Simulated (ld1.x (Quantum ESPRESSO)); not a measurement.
**technetium (Tc), TM: configuration errors across variants**

technetium (Tc), norm-conserving Troullier–Martins (Kleinman–Bylander form), made with ld1.x (Quantum ESPRESSO) 7.5 (PBE, scalar-relativistic). Core [Kr], reference 4d5 5s1.75 5p0 (charge +0.25). Waves: 5s (bound): rc 2.30 bohr; 5p (bound, empty): rc 3.20 bohr; 4d (bound): rc 2.15 bohr. Local part: all-electron potential smoothed inside 2.55 bohr (lloc = -1). Core correction: Bessel-smoothed model core, default radius (core density twice the valence density).

All-electron excitation energies from the reference (eV): (1) 4d5 5s2 5p0 -1.448; (2) 4d5 5s1 5p0 6.705; (3) 4d5 5s0 5p0 21.556; (4) 4d6 5s0 5p0 4.717; (5) 4d4 5s2 5p1 5.157; (6) 4d5 5s0 5p2 6.263; (7) 4d3 5s0 5p0 92.297.

A true bound ghost makes a file unfit for plane-wave use even where its test errors are small: the radial tests pick states by their node count and pass the ghost by.

Errors AE − PS in meV (a dash: test not solved or not reliable):

```csv
change,(1),(2),(3),(4),(5),(6),(7),bound ghosts
base,+0.2,-3.0,-35,-138,-70,-8.9,-742,none
"all radii but the core radius scaled by about 0.79 (s 1.80, p 2.52, d 1.70 bohr); local potential all-electron potential smoothed inside 2.00 bohr (lloc = -1)",-0.2,-6.1,-28,-76,-99,-11,-911,s
"all radii but the core radius scaled by about 1.08 (s 2.48, p 3.44, d 2.32 bohr); local potential all-electron potential smoothed inside 2.74 bohr (lloc = -1)",+0.1,-4.3,-37,-145,-117,-8.5,-724,none
"all radii but the core radius scaled by about 1.17 (s 2.70, p 3.74, d 2.52 bohr); local potential all-electron potential smoothed inside 2.98 bohr (lloc = -1)",+0.1,-4.6,-38,-138,-117,-5.6,-710,none
"all radii but the core radius scaled by about 1.30 (s 2.98, p 4.16, d 2.80 bohr); local potential all-electron potential smoothed inside 3.32 bohr (lloc = -1)",+0.1,-4.7,-44,-91,-73,-0.8,-642,none
"all radii but the core radius scaled by about 1.35 (s 3.10, p 4.30, d 2.90 bohr); local potential all-electron potential smoothed inside 3.44 bohr (lloc = -1)",+0.1,-5.1,-49,-70,-54,+0.8,-668,none
```

Question: Give the same row for: all radii but the core radius scaled by about 0.88 (s 2.02, p 2.80, d 1.88 bohr); local potential all-electron potential smoothed inside 2.24 bohr (lloc = -1).

Answer: -0.8, -8.7, -24, -101, -251, -4.4, -806; bound ghosts: s.
